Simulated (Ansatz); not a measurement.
Ansatz (a first-principles code) input:

Ansatz 0.2 input:
```yaml
crystal:
  periodic: [false, false, false]
  atoms:
    - {symbol: N, position_ang: [-2.29183814, -0.48246685, -0.15866279]}
    - {symbol: Si, position_ang: [-0.97253613, 0.57819992, 0.11696032]}
    - {symbol: N, position_ang: [0.46672433, -0.32108785, 0.46254476]}
    - {symbol: Si, position_ang: [2.02120938, -0.24927810, -0.30148997]}
    - {symbol: H, position_ang: [-3.21733830, -0.24536924, 0.15935359]}
    - {symbol: H, position_ang: [-2.31370749, -1.12835819, -0.93153866]}
    - {symbol: H, position_ang: [-1.41359137, 1.42385798, 1.25168090]}
    - {symbol: H, position_ang: [-0.58656809, 1.44299759, -1.02368930]}
    - {symbol: H, position_ang: [0.35363024, -1.06230986, 1.14340811]}
    - {symbol: H, position_ang: [2.19810585, 1.11747511, -0.86191127]}
    - {symbol: H, position_ang: [3.07384054, -0.52831613, 0.71893803]}
basis:
  gaussian:
    orbitals: def2-TZVPD
hamiltonian:
  xc: {name: revPBE}
magnetization: {spin_polarized: true, initial_magnetization: 1}
output: {forces: true}
```

### Question
Which total energy does the run end on?

### Answer
-692.63440 Eh (revPBE/def2-TZVPD). The basis has 223 functions.

It need not be the lowest isomer of its formula.
